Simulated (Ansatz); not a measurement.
H6IN3Zr, SMILES `[NH2][Zr]([NH2])([NH2])[I]`, relaxed with RKS PBE0-D4/def2-TZVP in Ansatz 0.2.0 from a PBE-D4/def2-SVP geometry. The force threshold is 0.005 eV/Å; the program also tests the step.

The species carries charge 0 and has multiplicity 1. Zr, I: def2 effective core potential.

Start:

```xyz
11

N     0.259   -0.583    1.810
Zr   -0.074    0.416    0.074
N     1.554    0.158   -1.112
N    -1.655   -0.461   -0.852
I    -0.556    3.121    0.546
H     0.917   -0.238    2.522
H    -0.229   -1.399    2.196
H     2.410   -0.380   -0.936
H     1.681    0.682   -1.989
H    -2.621   -0.340   -0.520
H    -1.685   -0.976   -1.739
```

| step | energy (eV) | largest force (eV/Å) | largest move (Å) |
| --- | --- | --- | --- |
| 1 | -13951.7242 | 0.674 | 0.000 |
| 2 | -13951.7595 | 0.302 | 0.045 |
| 3 | -13951.7623 | 0.096 | 0.034 |
| 4 | -13951.7643 | 0.052 | 0.020 |
| 5 | -13951.7646 | 0.031 | 0.007 |
| 6 (rejected) | -13951.7642 | 0.060 | 0.014 |
| 7 | -13951.7649 | 0.008 | 0.007 |
| 8 | -13951.7650 | 0.006 | 0.011 |
| 9 | -13951.7650 | 0.004 | 0.003 |

End:

```xyz
11

N     0.268   -0.569    1.795
Zr   -0.078    0.435    0.076
N     1.535    0.164   -1.112
N    -1.649   -0.454   -0.833
I    -0.559    3.127    0.545
H     0.908   -0.252    2.512
H    -0.216   -1.391    2.128
H     2.348   -0.402   -0.915
H     1.688    0.670   -1.975
H    -2.608   -0.350   -0.526
H    -1.636   -0.978   -1.696
```

Hardware: 2 threads of an AMD EPYC 7R13 on a shared host and a share of an NVIDIA H100 80 GB. Wall time 22 s, peak host memory 0.88 GiB.
